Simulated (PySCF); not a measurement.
Below is a simulated gas-phase B 1s photoelectron spectrum of `BN1BNBNB1`.

Every computed line was given a Gaussian of 0.7 eV full width at half maximum and an area set by the number of equivalent atoms; the highest printed point is 100. Computed with delta-SCF UKS SCAN, pcX-2 on the ionised atom, pcseg-1 elsewhere, spin-free X2C (PySCF).

| binding energy (eV) | intensity |
| --- | --- |
| 194.8 | 0 |
| 194.9 | 0 |
| 195.0 | 1 |
| 195.1 | 2 |
| 195.2 | 4 |
| 195.3 | 8 |
| 195.4 | 15 |
| 195.5 | 26 |
| 195.6 | 40 |
| 195.7 | 58 |
| 195.8 | 76 |
| 195.9 | 91 |
| 196.0 | 100 |
| 196.1 | 100 |
| 196.2 | 90 |
| 196.3 | 74 |
| 196.4 | 55 |
| 196.5 | 36 |
| 196.6 | 22 |
| 196.7 | 12 |
| 196.8 | 6 |
| 196.9 | 2 |
| 197.0 | 1 |
| 197.1 | 0 |
| 197.2 | 0 |

Task: How many maxima does the curve show, and how many computed lines lie under it?

Result: The curve has 1 maximum (at 196.0 eV). Under it lie 3 lines from 3 inequivalent boron sites. At this width some lines have no maximum of their own.

Task: Decompose the envelope and assign each component. Numbering: `[BH2:1][N:2]1[BH:3][NH:4][BH:5][NH:6][BH:7]1`.

Result: 
| position (eV) | relative area | line | atoms | environment |
| --- | --- | --- | --- | --- |
| 195.83 | 1 | B 1s | B1 | three-coordinate boron |
| 196.08 | 2 | B 1s | B3/B7 | three-coordinate boron |
| 196.16 | 1 | B 1s | B5 | three-coordinate boron |

The listed B 1s values span 0.33 eV, from B1 (bonded to N and 2 H) to B5 (bonded to 2 N and H). The widest gap between neighbouring values is 0.25 eV, between 195.83 and 196.08 eV. Summing the Pauling electronegativity differences to the bonded atoms, each weighted by its formal bond order, gives +1.32 for the lowest site and +2.16 for the highest; no listed site has a larger sum than the highest.

The curve has no shake-up lines and no vibrational structure. The first atom of each set that the bonding makes equivalent was ionised and stands for the set. The unrestricted hole states depart most from a pure doublet (⟨S²⟩ = 0.75; over 0.85 named) for B 1s of B1 (0.87), which makes this value less certain. Isolated species at its PBE0-D3(BJ)/def2-SVP geometry, gas phase.

The run took 41 s wall on one thread of an Arm Neoverse V1, no GPU, on a shared host, and the process peaked at 0.61 GiB of memory.
